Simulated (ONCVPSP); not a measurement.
# What one change does to a pseudopotential (Te, ONCV)

ONCVPSP 4.0.1 input, shortened (lines: element, Z, core and valence counts, functional; n l f; lmax; l rc ep ncon nbas qcut; lloc lpopt rc5 dvloc0; l nproj debl; icmod fcfact rcfact), PBEsol, fully relativistic:

```
  Te 52.00    9    2  -116133      upf
    1    0    2.00
    2    0    2.00
    2    1    6.00
    3    0    2.00
    3    1    6.00
    3    2   10.00
    4    0    2.00
    4    1    6.00
    4    2   10.00
    5    0    2.00
    5    1    3.00
    1
    0    1.50    0.00    4    8    4.50
    1    1.90    0.00    3    7    4.30
    4    3    1.00   -1.00
    0    2    2.90
    1    2    0.50
    3    5.75    1.60
```

Open shells are filled in proportion to 2j + 1.

Change: core correction Teter function, fcfact 5.75, rcfact 1.82.

Cutoffs: the cutoffs (Ha) at which the residual kinetic energy of the hardest occupied pseudo-wave falls to 1 and 0.1 mHa per electron; they do not see the model core or the augmentation charge, which bear on the density cutoff. Errors are all-electron minus pseudo energies relative to the spin-unpolarised reference configuration.

Question: How do hardness, ghosts and transferability respond?

Answer: The potential gets neither clearly harder nor softer (66 Ha and 82 Ha → 66 Ha and 82 Ha); both files keep a bound ghost (p, s); of the 3 tests that both files solve, the error grows in 3 and shrinks in 0 by more than 15 % and 0.3 meV (median size 70.5 → 133.6 meV). A model core, the more so a compact one, raises the density cutoff, which this test does not measure.

```csv
quantity,base,changed
"cutoff, loose",66 Ha,66 Ha
"cutoff, tight",82 Ha,82 Ha
bound ghosts,"s, p3/2, p1/2","s, p3/2, p1/2"
GHOST(+) flags under 300 eV,none,none
tests with a reliable result,3 of 4,3 of 4
"error for 5s2 5p2, meV [ΔE 17.99 eV]",-70,-134
"error for 5s2 5p1, meV [ΔE 44.98 eV]",-370,-623
"error for 5s2 5p3.5, meV [ΔE -5.86 eV]",-10,-25
s: phases at 1.52 bohr within 0.05 rad from the reference energy up to (Ha; the scan ends near 5),to the end of the scan,to the end of the scan
p3/2: phases at 1.93 bohr within 0.05 rad from the reference energy up to (Ha; the scan ends near 5),3.9,3.9
p1/2: phases at 1.93 bohr within 0.05 rad from the reference energy up to (Ha; the scan ends near 5),4.1,4.1
"rms error of d²Exc/dni dnj with the model core, mHa",1.45,4.77
```

 A true bound ghost makes a file unfit for plane-wave use even where its test errors are small: the radial tests pick states by their node count and pass the ghost by.
